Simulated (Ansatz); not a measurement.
BrH2SiSn: where a starting geometry ends

The starting geometry of this gas-phase doublet was optimised with GFN2-xTB.

```yaml
atoms:
  - { symbol: Br, position_ang: [-1.1736, -1.9539, 1.4459] }
  - { symbol: Si, position_ang: [0.9580, 0.1098, -1.1043] }
  - { symbol: Sn, position_ang: [-1.0094, 0.4547, 0.5699] }
  - { symbol: H, position_ang: [1.9923, -0.9510, -0.9827] }
  - { symbol: H, position_ang: [1.1734, 0.8304, 0.8282] }
```

Where would you expect an optimisation with PBE-D3(BJ)/def2-SVP to take it?

A new bond forms, giving a structure given below by its coordinates. Contacts that close: Si2–H5 (2.07 → 1.52 Å).

The energy falls by 1.00 eV over 18 steps:

| step | E − E(last) (eV) |
| --- | --- |
| 1 | 1.001 |
| 3 | 0.549 |
| 5 | 0.436 |
| 7 | 0.344 |
| 9 | 0.185 |
| 10 | 0.115 |
| 12 | 0.041 |
| 14 | 0.007 |
| 16 | 0.000 |
| 18 | 0.000 |

Final geometry (Å):

```yaml
atoms:
  - { symbol: Br, position_ang: [-1.4728, -2.2863, 0.9036] }
  - { symbol: Si, position_ang: [1.0461, 0.1817, -0.1201] }
  - { symbol: Sn, position_ang: [-1.3516, 0.2968, 0.9168] }
  - { symbol: H, position_ang: [1.8031, -1.0752, -0.4772] }
  - { symbol: H, position_ang: [1.9160, 1.3729, -0.4661] }
```

No frequencies were run, so the end isn't proven a minimum. Open shells are spin-unrestricted. Atoms past krypton carry core potentials, without spin–orbit terms. Run with Ansatz 0.2.0, 3.2 min on 1 thread of Intel(R) Xeon(R) Processor @ 2.50GHz (Skylake/Cascade Lake) (shared host).
